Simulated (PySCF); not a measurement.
# C₆ coefficients of unlike pairs at r2SCAN0

Calculated with PySCF 2.14 from the dipole response of each species, C₆(A,B) = (3/π) ∫ α_A(iu) α_B(iu) du, in atomic units, from isotropic polarisabilities. For ions this is the dispersion term alone; charge-induced terms of lower order in 1/R come first.

```json
{"species": "Ca", "configuration": "[Ar] 4s2 (1S)", "basis": "x2c-TZVPPall with one added diffuse shell each of s, p, d type (7s6p4d)", "relativity": "spin-free X2C", "α (bohr³)": "163.2", "C₆ (like pair)": "2361"}
{"species": "Zn+", "configuration": "[Ar] 3d10 4s1 (2S)", "basis": "dyall-av2z (16s12p7d2f)", "relativity": "none", "α (bohr³)": "19.94", "C₆ (like pair)": "85.86"}
{"species": "O(3+)", "configuration": "[He] 2s2 2p1 (2P)", "basis": "aug-cc-pVTZ-DK (5s4p3d2f)", "relativity": "spin-free X2C", "α (bohr³)": "1.383", "C₆ (like pair)": "1.327"}
{"species": "P(3+)", "configuration": "[Ne] 3s2 (1S)", "basis": "def2-TZVPPD (6s5p4d1f)", "relativity": "none", "α (bohr³)": "6.974", "C₆ (like pair)": "18.27"}
```

Task: Estimate C₆ for Zn+ with Ca.

Result: The integral gives 408.2. The combination rule 2 C_A C_B / (C_A α_B/α_A + C_B α_A/α_B) gives 409.0 and the geometric mean 450.2.

No spin-orbit coupling is included.

The other pairs:

```csv
pair,C₆
"P(3+), Zn+",38.67
"O(3+), Zn+",9.582
"P(3+), O(3+)",4.675
"P(3+), Ca",167.6
"O(3+), Ca",37.05
```
